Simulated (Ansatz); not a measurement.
ClH5NOScSi (`[NH2][Sc]([Cl])[O][SiH3]`). Total charge 0; spin multiplicity 1. Geometry: relaxed with PBE0-D4/def2-TZVP. It is one conformer, not always the lowest.

```xyz
10

N    -0.329   -1.845   -1.716
Sc   -0.333    0.074   -1.326
Cl   -0.833    1.571   -3.029
O     0.083    0.541    0.445
Si    0.434    1.018    1.967
H    -0.529   -2.260   -2.617
H    -0.129   -2.595   -1.066
H     0.179    2.475    2.130
H    -0.409    0.275    2.943
H     1.865    0.747    2.270
```

Q: What is the dipole moment at B3LYP/def2-TZVPP? (Best estimate.)

A: The calculation gave: 2.51 D, with components (0.32, -2.35, 0.82) D in this frame, pointing from negative to positive charge.

Q: And with PBE, r2SCAN, ωB97M-V? (Estimate.)

A: Computed: PBE 2.54 D, r2SCAN 2.57 D, ωB97M-V 2.48 D.

Q: Give the Mulliken charges with B3LYP, r2SCAN, ωB97M-V in def2-TZVPP. (Estimate.)

A: Computed: 
```tsv
atom	B3LYP	r2SCAN	ωB97M-V
N1	-0.45	-0.49	-0.38
Sc2	0.94	0.96	0.85
Cl3	-0.31	-0.32	-0.27
O4	-0.58	-0.60	-0.56
Si5	0.37	0.40	0.28
H6	0.14	0.16	0.12
H7	0.13	0.15	0.11
H8	-0.07	-0.08	-0.04
H9	-0.08	-0.09	-0.05
H10	-0.08	-0.09	-0.05
```

B3LYP here is the variant with VWN-RPA as its local correlation; programs differ in this.
